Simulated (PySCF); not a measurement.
H6ClN3Si, SMILES `N[Si](N)(N)Cl`, neutral singlet in the gas phase. 

Cartesian coordinates (Å):
SMILES: N[Si](N)(N)Cl
```xyz
11

N     -1.1940    -1.1476     0.0413
Si     0.0175     0.0046    -0.3190
N      1.4318    -0.6096     0.3993
N     -0.0415     1.6456     0.1594
Cl    -0.0827     0.1337    -2.3943
H     -2.0147    -1.2278    -0.5394
H     -1.3804    -1.4160     0.9966
H      2.2719    -0.0512     0.4256
H      1.6336    -1.5975     0.3599
H     -0.5497     2.3223    -0.3893
H     -0.0132     1.8976     1.1368
```
Charge 0, spin multiplicity 1.

All levels are single points at this geometry (TPSSh-D3(BJ)/def2-TZVP); Pople sets use spherical d functions. Orbital energies aren't observables, and empty levels follow the basis.

```csv
level,HOMO (eV),LUMO (eV),gap (eV),dipole (D),"vertical IE, Delta-SCF (eV)"
TPSSh-D3(BJ)/def2-TZVP in PySCF,-6.33,0.49,6.81,2.52,8.95
B3LYP/3-21G in PySCF,-6.36,1.87,8.23,3.69,–
M06-2X/6-31G* in PySCF,-8.31,2.62,10.93,3.05,–
PBE/6-31G* in PySCF,-5.30,0.85,6.15,2.98,–
HF/3-21G in PySCF,-10.70,6.01,16.71,3.89,–
HF/STO-3G in PySCF,-8.66,10.03,18.70,3.31,–
```
